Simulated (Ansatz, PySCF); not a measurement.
Si(F)(OH)(SH)2 (FH3OS2Si), SMILES O[Si](F)(S)S. Atoms are numbered in the order given.

```xyz
8

O     -0.2914    -0.7264     1.7209
Si    -0.2758    -0.1362     0.1634
F     -1.7673    -0.3334    -0.4783
S      1.2356    -1.2445    -0.8471
S      0.0591     1.9650    -0.0574
H     -1.0012    -0.3666     2.2842
H      1.0667    -2.3185    -0.0228
H      1.3173     1.8766     0.4595
```
Charge 0, spin multiplicity 1.

Geometry optimised at PBE-D3(BJ)/def2-SVP. This is a generated structure with no PubChem entry under its InChIKey; it may be hypothetical. The values are those of a single conformer.

Vertical ionisation energy (IE) and electron affinity (EA) in eV. Rows of orbital energies are one-electron estimates. Where ΔSCF, EOM or ADC give a negative EA the extra electron is unbound and the value depends on the basis.

```csv
level,IE,EA
"−ε(HOMO), −ε(LUMO), M06-2X/def2-TZVP (PySCF)",9.14,-0.85
"−ε(HOMO), −ε(LUMO), PBE/def2-TZVP (PySCF)",6.66,0.94
"ΔSCF, PBE0/def2-SVPD (Ansatz), final states of multiplicity 2 and 2",10.03,-0.78
"ΔSCF, PBE/def2-SVPD (Ansatz), final states of multiplicity 2 and 2",9.61,-0.55
```

Q: What vertical singlet–triplet gap does ΔSCF give with PBE0/def2-SVPD (Ansatz, a program for electronic structure) and with PBE/def2-SVPD (Ansatz)? (The exact figures need the calculation; the answer reports its results.)

A: 5.89 and 5.57 eV (triplet above singlet where positive).
